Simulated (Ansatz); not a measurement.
Q: Name a neutral molecule of F, Mo, O and H with LUMO energy (ωB97M-V/def2-TZVPP) between -0.70 and -0.40 eV and HOMO energy (B3LYP/def2-TZVPP) between -9.40 and -9.10 eV (Ansatz, PBE0-D4/def2-TZVP geometry).

A: `[O]=[Mo](=[O])([OH])[F]` (-0.43 eV, -9.35 eV). Other molecules can fit too; these were computed, each in one conformer that needn't be the lowest.

B3LYP here is the variant with VWN-RPA as its local correlation; programs differ in this.
